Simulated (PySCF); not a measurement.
# One molecule, several mistakes: BFHO2 anion

Calculated results; nothing here was measured. They come from PySCF 2.14.0, an open-source quantum chemistry program, on an isolated molecule that a program drew, which may never have been made. The molecule is BFHO2 anion (charge -1, singlet), drawn as the SMILES string `[O-]B(O)F`.

Each row is a Hartree-Fock (HF) and frozen-core CCSD(T) single point in the aug-cc-pVDZ basis, meant for a local HF minimum. Run 1 is clean. Each other run has one planted mistake out of seven kinds, and not every kind appears here: one electron removed, one electron added, multiplicity raised by two, geometry at a saddle point, minimal basis STO-3G, one bond length entered in bohr, all coordinates scaled. The reference is restricted for singlets and unrestricted otherwise, and also for a bond in bohr. Adding or removing an electron swaps singlet and doublet. Electrons count all cores. HOMO and LUMO are orbital energies over both spins, the gradient is its largest component, and the lowest frequency (negative if imaginary) is given only where the gradient is small. Bond lengths are over the 4 bonds as drawn. T1 is the CCSD diagnostic: over 0.02 (restricted) or 0.045 (unrestricted) a single reference is doubtful.

Geometry of the clean run:
```xyz
5
BFHO2 anion, angstrom
O    -0.5745   -3.5748   -0.0413
B     0.1929   -2.6135    0.2425
O    -0.0620   -1.4901    1.0760
F     1.5326   -2.4740   -0.2516
H     0.6997   -0.9389    1.0987
```

```
run  electrons  basis functions  <S^2>  HOMO (eV)  LUMO (eV)  gradient (hartree/bohr)  lowest frequency (cm^-1)  mean bond (Å)  longest bond (Å)      T1  HF (hartree)  CCSD(T) (hartree)                          mistake
  1         32              101  0.000      -5.40       4.26                  4.9e-06                       481         1.2649             1.435  0.0166    -274.64623         -275.37087                         no fault
  2         32              101  0.000      -5.09       4.33                  6.8e-02                         -         1.5811             2.687  0.0261    -274.49119         -275.24522  one bond length entered in bohr
  3         32              101  2.007       1.00       3.49                  1.6e-01                         -         1.2649             1.435  0.0277    -274.52633         -275.20076       multiplicity raised by two
  4         31              101  0.757     -14.50      -0.05                  1.5e-01                         -         1.2649             1.435  0.0171    -274.56397         -275.22790             one electron removed
  5         32               21  0.000       0.93      20.47                  6.5e-02                         -         1.2649             1.435  0.0140    -270.63841         -270.79910             minimal basis STO-3G
  6         32              101  0.000      -5.11       4.31                  1.8e-01                         -         1.1548             1.310  0.0150    -274.58773         -275.29172                                ?
```

**Which mistake was planted in run 6, and what did it cost?**

The mean and the longest bond both change by the same factor, 0.913, and the gradient is no longer small. So the mistake is: all coordinates scaled. Subtracting run 1 and multiplying by 627.51 kcal/mol a hartree, the energy moved by 36.7 kcal/mol in HF and 49.7 kcal/mol in CCSD(T).

Cautions from the logs. Run 3: the HOMO is above zero, so the electron isn't bound and the energy depends on the basis; run 5: the HOMO is above zero, so the electron isn't bound and the energy depends on the basis.
